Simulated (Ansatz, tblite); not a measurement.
Removing and adding an electron: In2O4H2 (the lowest singlet isomer of a short search). The state is a singlet with charge 0. Geometry: B3LYP-D4/def2-SVP. Ansatz, gas phase; energy differences of separate SCF runs; the oxidised species was run as a doublet alone; the reduced species was run as a doublet alone.

```xyz
8

In   -1.233    0.397   -0.729
In    1.390   -0.006    0.522
O    -0.413   -0.982    0.549
O    -3.015    0.654   -1.577
O     0.565    1.367   -0.748
O     3.170   -0.287    1.365
H     3.148   -1.085    1.916
H    -3.613   -0.057   -1.299
```

In the def2 sets In takes a core potential; there is no spin–orbit coupling. The xTB rows come from tblite. Correlated methods freeze 12 core orbitals; core or outer-core shells of In are correlated, in sets that lack core-valence functions. The rows differ in basis, and correlated rows in double-zeta sets carry the largest basis error. HOMO above LUMO, or a gap near zero within one spin, warns that the state may not be the lowest or that an electron is smeared out. The structure comes from a short search, and lower isomers may exist.

(1) Estimate orbital energies and vertical ionisation energies and electron affinities at: GFN1-xTB; GFN2-xTB; HF/def2-SVP; PBE-D4/def2-TZVP; PBE-D4/def2-TZVPD; PBE0-D4/def2-TZVP; PBE0-D4/def2-TZVPD; ωB97M-V/def2-TZVP; CCSD/def2-SVP; CCSD(T)/def2-SVP.

Results:

(1) 
```tsv
level	−HOMO (eV)	vertical IE (eV)	−LUMO (eV)	vertical EA (eV)	HOMO–LUMO gap (eV)	IE − EA (eV)	remarks
GFN1-xTB	11.68	14.76	8.21	5.74	3.46	9.02	–
GFN2-xTB	12.25	15.48	10.26	7.42	1.99	8.06	–
HF/def2-SVP	–	7.62	–	–	–	–	spin-contaminated (⟨S²⟩ 0.99) (+1 doublet)
PBE-D4/def2-TZVP	6.16	9.20	3.47	–	2.70	–	gap within one spin near zero (+1 doublet)
PBE-D4/def2-TZVPD	6.25	–	3.58	1.43	2.67	–	HOMO above zero (-1 doublet)
PBE0-D4/def2-TZVP	7.48	9.19	2.63	–	4.85	–	–
PBE0-D4/def2-TZVPD	7.55	–	2.75	1.28	4.80	–	HOMO above zero (-1 doublet)
ωB97M-V/def2-TZVP	9.75	9.34	0.80	–	8.95	–	–
CCSD/def2-SVP	–	8.72	–	–	–	–	large T1 (0.021) (singlet), spin-contaminated (⟨S²⟩ 0.99) (+1 doublet)
CCSD(T)/def2-SVP	–	8.78	–	–	–	–	large T1 (0.021) (singlet), spin-contaminated (⟨S²⟩ 0.99) (+1 doublet)
```

Relaxing the oxidised species (B3LYP-D4/def2-SVP) changes its energy by -0.48 eV at PBE-D4/def2-TZVP, so the adiabatic ionisation energy to this nearest minimum is 8.71 eV. At PBE0-D4/def2-TZVP it is 8.64 eV.  Run but left out: MP2/def2-SVP (charge +1 doublet: ⟨S²⟩ 0.99, where a pure state has 0.75).   A HOMO above zero means that the electron is unbound at that level or that self-interaction error raises the level; the energy of removing that electron tells which. Raw xTB energy differences between charge states are shifted by several eV; the methods need an empirical correction for them.
